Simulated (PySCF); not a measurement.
Spin-rotation constants: `CC[C@H](C)C(=O)Cl`, C$_{5}$H$_{9}$ClO

Geometry:
| atom | x (Å) | y (Å) | z (Å) |
| --- | --- | --- | --- |
| C1 | 1.895 | 0.690 | -0.179 |
| C2 | 0.757 | -0.241 | -0.580 |
| C3 | -0.377 | -0.250 | 0.455 |
| C4 | -1.453 | -1.275 | 0.087 |
| C5 | -0.992 | 1.110 | 0.592 |
| O6 | -1.039 | 1.796 | 1.557 |
| Cl7 | -1.733 | 1.690 | -0.911 |
| H8 | 2.318 | 0.393 | 0.779 |
| H9 | 1.542 | 1.716 | -0.091 |
| H10 | 2.683 | 0.663 | -0.927 |
| H11 | 0.356 | 0.064 | -1.548 |
| H12 | 1.136 | -1.260 | -0.677 |
| H13 | 0.039 | -0.495 | 1.439 |
| H14 | -1.862 | -1.060 | -0.896 |
| H15 | -1.016 | -2.270 | 0.074 |
| H16 | -2.261 | -1.261 | 0.814 |

Level of theory: GIAO wB97X-D/pcSseg-1 magnetisability, rotational g tensor and spin-rotation constants, non-relativistic, gas phase (PySCF). Geometry: GFN2-xTB.

(1) Give the nuclear spin-rotation constants along the inertial axes (H = +C I·J) beside the isotropic shieldings.

(2) How do the rotational constants and the g tensor change when H8, H9, H10, H11, H12, H13, H14, H15, H16 are replaced by deuterium?

## Answers

(1) Rotational constants 2.4567, 1.6684, 1.5064 GHz. A star marks the isotopologue with that one atom substituted, in its own axes.
| atom | isotope | Caa (kHz) | Cbb (kHz) | Ccc (kHz) | mean (kHz) | σ (ppm) |
| --- | --- | --- | --- | --- | --- | --- |
| Cl7 | 35Cl | 0.845 | 0.722 | 0.414 | 0.660 | 556.3 |
| H8 | 1H | -0.188 | -0.189 | -0.026 | -0.134 | 30.9 |
| H9 | 1H | -0.077 | -0.091 | -0.180 | -0.116 | 30.9 |
| H10 | 1H | -0.149 | -0.163 | -0.065 | -0.126 | 30.6 |
| H11 | 1H | -0.188 | -0.202 | 0.012 | -0.126 | 29.9 |
| H12 | 1H | -0.055 | -0.108 | -0.170 | -0.111 | 30.4 |
| H13 | 1H | -0.170 | -0.199 | 0.003 | -0.122 | 29.5 |
| H14 | 1H | -0.222 | -0.167 | -0.009 | -0.133 | 30.2 |
| H15 | 1H | -0.051 | -0.108 | -0.182 | -0.113 | 30.7 |
| H16 | 1H | -0.159 | -0.143 | -0.079 | -0.127 | 30.5 |
| C1 | 13C* | 0.353 | 0.217 | 0.202 | 0.257 | 172.0 |
| C2 | 13C* | 0.396 | 0.278 | 0.240 | 0.305 | 154.9 |
| C3 | 13C* | 0.424 | 0.350 | 0.315 | 0.363 | 132.2 |
| C4 | 13C* | 0.371 | 0.220 | 0.234 | 0.275 | 165.1 |
| C5 | 13C* | 1.090 | 0.529 | 0.665 | 0.761 | -2.9 |
| O6 | 17O* | -1.297 | -0.621 | -1.128 | -1.015 | -275.8 |

For the geometry as given, no vibrational averaging.

(2) Constants 2.0928, 1.4950, 1.2946 GHz; g -0.0143, -0.0088, -0.0103, against -0.0171, -0.0092, -0.0116 before.
